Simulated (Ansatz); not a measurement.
```yaml
crystal:
  periodic: [false, false, false]
  atoms:
    - {symbol: B, position_ang: [-0.636656, 1.154846, 0.049426]}
    - {symbol: h, position_ang: [0.107040, -0.080962, 0.628003]}
    - {symbol: B, position_ang: [0.576168, -0.961281, -0.557352]}
    - {symbol: Cl, position_ang: [-0.128037, -2.535984, -0.849158]}
    - {symbol: H, position_ang: [-0.060531, 1.908502, -0.680613]}
    - {symbol: H, position_ang: [-1.785772, 1.362934, 0.306874]}
    - {symbol: H, position_ang: [1.049880, 0.334281, 1.023431]}
    - {symbol: H, position_ang: [-0.442751, -0.625838, 1.393926]}
    - {symbol: H, position_ang: [1.409160, -0.602800, -1.331836]}
basis:
  gaussian: {orbitals: def2-SVP}
hamiltonian: {xc: {name: SPW92}, pseudopotentials: {relativity: scalar}}
```

```sh
$ ansatz run in.yaml --threads 2 --pin off --events-out ev --progress --plain --max-ram 4352MiB
```

Shortened log:

```
Error: YAML parse error: error: line 5 column 16: `h` is not an element symbol (H … Og, case-exact)
 --> <input>:5:16
3 |   atoms:
4 |     - {symbol: B, position_ang: [-0.636656, 1.154846, 0.049426]}
5 |     - {symbol: h, position_ang: [0.107040, -0.080962, 0.628003]}
6 |     - {symbol: B, position_ang: [0.576168, -0.961281, -0.557352]}
7 |     - {symbol: Cl, position_ang: [-0.128037, -2.535984, -0.849158]}
```

**Question.** Something in this input is off. What?

**Answer.** An element symbol is wrong. The program refused the input.
